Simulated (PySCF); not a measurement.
Br₂Si, neutral, multiplicity 1. Atoms are numbered in the order given.

```xyz
3

Si     0.0000     0.0000     1.1854
Br     0.0000     1.7683    -0.2371
Br     0.0000    -1.7683    -0.2371
```

Geometry optimised at B3LYP-D3(BJ)/def2-TZVP. The isomer is the one that the SMILES or the coordinates give; other isomers of the formula were not compared.

Computed with PySCF with TDDFT-M06-2X/def2-SVPD.

Vertical excitations. Isolated molecule, no solvent. State labels are in the subgroup C2v.

Computed lowest excited states:
| state | symmetry | energy (eV) | λ (nm) | f | main pairs |
|---|---|---|---|---|---|
| S1 | B1 | 3.24 | 382 | 0.012 | HOMO→LUMO 101 % |
| S2 | A2 | 4.14 | 300 | 0.000 | HOMO−1→LUMO 99 % |
| S3 | B2 | 4.97 | 250 | 0.037 | HOMO−2→LUMO 92 % |
| S4 | B1 | 5.43 | 228 | 0.005 | HOMO−4→LUMO 99 % |
| S5 | A1 | 5.58 | 222 | 0.010 | HOMO−3→LUMO 53 %, HOMO→LUMO+1 44 % |
| S6 | A1 | 6.02 | 206 | 0.158 | HOMO→LUMO+1 50 %, HOMO−3→LUMO 42 % |
| S7 | B2 | 6.24 | 199 | 0.145 | HOMO→LUMO+2 71 %, HOMO−1→LUMO+1 22 % |
| S8 | A2 | 6.30 | 197 | 0.000 | HOMO−5→LUMO 97 % |
| S9 | A1 | 6.85 | 181 | 0.014 | HOMO−1→LUMO+2 89 % |
| S10 | A2 | 6.90 | 180 | 0.000 | HOMO−2→LUMO+1 93 % |
| T1 | B1 | 2.21 | 561 | 0 | HOMO→LUMO 96 % |
| T2 | A2 | 4.04 | 307 | 0 | HOMO−1→LUMO 99 % |
| T3 | B2 | 4.32 | 287 | 0 | HOMO−2→LUMO 98 % |
| T4 | A1 | 4.80 | 258 | 0 | HOMO−3→LUMO 97 % |
Triplets are in the Tamm–Dancoff approximation, which puts them higher than full response would, so one can lie above its singlet here.
